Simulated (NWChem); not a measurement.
System: SnI3 anion; SMILES [Sn-]([I])([I])[I]

Here is an NWChem input.

```
start job
memory heap 200 mb stack 900 mb global 1100 mb
charge -1
geometry units angstroms noautoz
  Sn     0.000000     0.000000     1.008911
  I     -2.576373     0.411193    -0.318580
  I      1.644291     2.025608    -0.318580
  I      0.932083    -2.436802    -0.318580
end
basis spherical
  * library def2-svp
end
ecp
  Sn library def2-ecp
  I library def2-ecp
end
dft
  xc xtpss03 ctpss03
  iterations 200
end
task dft gradient
```

Parts of the log:

```
             Northwest Computational Chemistry Package (NWChem) 7.3.0
             --------------------------------------------------------

 C3  symmetry detected

                             Geometry "geometry" -> ""
                             -------------------------

 Output coordinates in angstroms (scale by  1.889725989 to convert to a.u.)

  No.       Tag          Charge          X              Y              Z
 ---- ---------------- ---------- -------------- -------------- --------------
    1 Sn                  50.0000    -0.00000000     0.00000000     1.00990942
    2 I                   53.0000    -2.57489472    -0.42035402    -0.31758158
    3 I                   53.0000     0.92341010     2.44010124    -0.31758158
    4 I                   53.0000     1.65148462    -2.01974723    -0.31758158

 Effective nuclear repulsion energy (a.u.)    2423.9833812422

      Symmetry information
      --------------------

 Group name             C3
 Group number              5
 Group order               3
 No. of unique centers     2

                                 NWChem DFT Module
                                 -----------------

 Summary of "ao basis" -> "ao basis" (spherical)
 ------------------------------------------------------------------------------
       Tag                 Description            Shells   Functions and Types
 ---------------- ------------------------------  ------  ---------------------
 Sn                         def2-svp                10       26   4s4p2d
 I                          def2-svp                10       26   4s4p2d

      Symmetry analysis of basis
      --------------------------

        a          36
        e+         34
        e-         34

  Rotation of axis

            General Information
            -------------------
          SCF calculation type: DFT
          Wavefunction type:  closed shell.
          No. of atoms     :     4
          No. of electrons :    98
           Alpha electrons :    49
            Beta electrons :    49
          Charge           :    -1
          Spin multiplicity:     1
          Use of symmetry is: on ; symmetry adaption is: on
          Maximum number of iterations: 200
          AO basis - number of functions:   104
                     number of shells:    40
          Convergence on energy requested:  1.00D-06
          Convergence on density requested:  1.00D-05
          Convergence on gradient requested:  5.00D-04

              XC Information
              --------------
                  TPSS metaGGA Exchange Functional  1.000
             TPSS03 metaGGA Correlation Functional  1.000

             Grid Information
             ----------------
          Grid used for XC integration:  medium
          Radial quadrature: Mura-Knowles
          Angular quadrature: Lebedev.
          Tag              B.-S. Rad. Rad. Pts. Rad. Cut. Ang. Pts.
          ---              ---------- --------- --------- ---------
          Sn                  1.45      123          10.0       590
          I                   1.40      123          12.0       590
          Grid pruning is: on
          Number of quadrature shells:   246
          Spatial weights used:  Erf1

      Superposition of Atomic Density Guess
      -------------------------------------

 Sum of atomic energies:       -1290.47710264

 Renormalizing density from      97.00 to     98

      Non-variational initial energy
      ------------------------------

 Total energy =   -1106.018664
 1-e energy   =   -2994.269128
 2-e energy   =    1370.404539
 HOMO         =      -0.035255
 LUMO         =       0.201054

      Symmetry analysis of molecular orbitals - initial
      -------------------------------------------------

  Numbering of irreducible representations:

     1 a           2 e+          3 e-

  Orbital symmetries:

     1 a           2 e+          3 e+          4 a           5 a
     6 e+          7 e+          8 a           9 e+         10 e+
    11 e+         12 e+         13 a          14 e+         15 e+
    16 a          17 a          18 e+         19 e+         20 a
    21 e+         22 e+         23 e+         24 e+         25 a
    26 a          27 e+         28 e+         29 e+         30 e+
    31 a          32 e+         33 e+         34 a          35 e+
    36 e+         37 a          38 e+         39 e+         40 a
    41 e+         42 e+         43 a          44 e+         45 e+
    46 e+         47 e+         48 a          49 a          50 a
    51 e+         52 e+         53 a          54 e+         55 e+
    56 a          57 e+         58 e+         59 e+

   convergence    iter        energy       DeltaE   RMS-Dens  Diis-err
 ---------------- ----- ----------------- --------- --------- ---------
 d= 0,ls=0.0,diis     1  -1107.1287300693 -1.62D+03  3.02D-02  5.32D-01
 d= 0,ls=0.0,diis     2  -1106.8070138616  3.22D-01  1.71D-02  2.17D+00
 d= 0,ls=0.0,diis     3  -1107.2340892430 -4.27D-01  4.82D-03  7.76D-02
 d= 0,ls=0.0,diis     4  -1107.2465209590 -1.24D-02  1.39D-03  9.46D-03
 d= 0,ls=0.0,diis     5  -1107.2483251385 -1.80D-03  2.62D-04  2.94D-04
  Resetting Diis
 d= 0,ls=0.0,diis     6  -1107.2483807924 -5.57D-05  4.93D-05  1.55D-05
 d= 0,ls=0.0,diis     7  -1107.2483836476 -2.86D-06  2.89D-05  7.19D-07
 d= 0,ls=0.0,diis     8  -1107.2483835301  1.18D-07  1.89D-05  1.26D-06
 d= 0,ls=0.0,diis     9  -1107.2483837699 -2.40D-07  4.29D-06  1.59D-07

[...]

                         DFT ENERGY GRADIENTS

    atom               coordinates                        gradient
                 x          y          z           x          y          z
   1 Sn     -0.000000   0.000000   1.908452   -0.000000   0.000000   0.003324
   2 I      -4.865845  -0.794354  -0.600142   -0.002350  -0.000380  -0.001108
   3 I       1.744992   4.611123  -0.600142    0.000846   0.002225  -0.001108
   4 I       3.120853  -3.816769  -0.600142    0.001504  -0.001845  -0.001108
```

Level: TPSS/def2-SVP with def2 effective core potentials on Sn, I. Sets without diffuse functions describe the anion's extra electron poorly. Coordinates come from a B3LYP/def2-SVPD optimisation. No frequency run checked for a minimum. def2 effective core potentials on Sn, I; no spin-orbit coupling.
